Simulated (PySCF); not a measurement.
B97-3 single point of quintet RuS2 at its PBE0 minimum.

Input, equivalent to the run apart from its starting density:

```python
from pyscf import gto, scf, dft
mol = gto.M(atom='''
Ru     0.000000     0.000000    -0.462676
S      1.715938    -0.000000     0.738433
S     -1.715938     0.000000     0.738433''',
    basis={'Ru': 'def2-SVP', 'S': 'def2-SVP'},
    ecp={'Ru': 'def2-SVP'},
    charge=0, spin=4)
mf = dft.UKS(mol, xc='HYB_GGA_XC_B97_3')
mf.grids.atom_grid = (75, 302)
aux = {'Ru': 'def2-universal-JKFIT', 'S': 'def2-universal-JKFIT'}
mf = mf.density_fit(auxbasis=aux)
mf.conv_tol = 1e-08
mf.diis_space = 10
mf.max_cycle = 60
mf.verbose = 4
mf.kernel()
```

Excerpt of the output:

```
init E= -890.917308965796
cycle= 1 E= -890.917606105233  delta_E= -0.000297  |g|= 0.011  |ddm|= 0.0557
cycle= 2 E= -890.917359762131  delta_E= 0.000246  |g|= 0.0253  |ddm|= 0.0327
cycle= 3 E= -890.917598905391  delta_E= -0.000239  |g|= 0.0116  |ddm|= 0.0286
cycle= 4 E= -890.917671521513  delta_E= -7.26e-05  |g|= 0.000906  |ddm|= 0.0109
cycle= 5 E= -890.917672458791  delta_E= -9.37e-07  |g|= 0.00037  |ddm|= 0.00172
cycle= 6 E= -890.917673012867  delta_E= -5.54e-07  |g|= 0.000127  |ddm|= 0.00198
cycle= 7 E= -890.917673107436  delta_E= -9.46e-08  |g|= 0.000139  |ddm|= 0.000971
cycle= 8 E= -890.917673126877  delta_E= -1.94e-08  |g|= 7.05e-05  |ddm|= 0.000309
cycle= 9 E= -890.917673134692  delta_E= -7.82e-09  |g|= 1.75e-05  |ddm|= 0.000217
Extra cycle  E= -890.917673135022  delta_E= -3.3e-10  |g|= 3.47e-05  |ddm|= 7.66e-05
converged SCF energy = -890.917673135022  <S^2> = 6.0218006  2S+1 = 5.0087126
```

Open d and f shells are described by one determinant, and the ground state may have another occupation or spin.

This run, together with those of the ionised and electron-attached species (not shown), took 5.3 s on 2 threads of a shared Arm Neoverse V2 host, with 67 basis functions; the process peaked at 0.64 GiB.
